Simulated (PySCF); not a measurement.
## How methods differ on the interval between two levels of K

K [Ar] 4s1 [2S1/2, M_J = 1/2] → K [Ar] 3d1 [2D5/2, M_J = 5/2], as a difference of total energies. Calculation: PySCF 2.14, in x2c-SVPall-2c with one added diffuse shell each of s, d type (6s5p3d, 36 functions); the two-component X2C-1e Hamiltonian. Correlated levels: [Ne] frozen; the 6 highest virtual spinors dropped. "Screened" scales the spin-orbit matrix elements by Boettger's factors to mimic the two-electron term; Breit and QED terms are absent.

| method | interval between two levels (cm⁻¹) |
| --- | --- |
| GHF (spin-free) | 21432 |
| GMP2 (spin-free) | 22643 |
| GHF (screened spin-orbit) | 21430 |
| GMP2 (screened spin-orbit) | 22642 |

Errors of the correlated levels include the incompleteness of this basis and the frozen core.

For comparison: 21535 cm⁻¹ (measured; NIST Handbook of Basic Atomic Spectroscopic Data (Sansonetti and Martin, J. Phys. Chem. Ref. Data 34, 1559 (2005))).
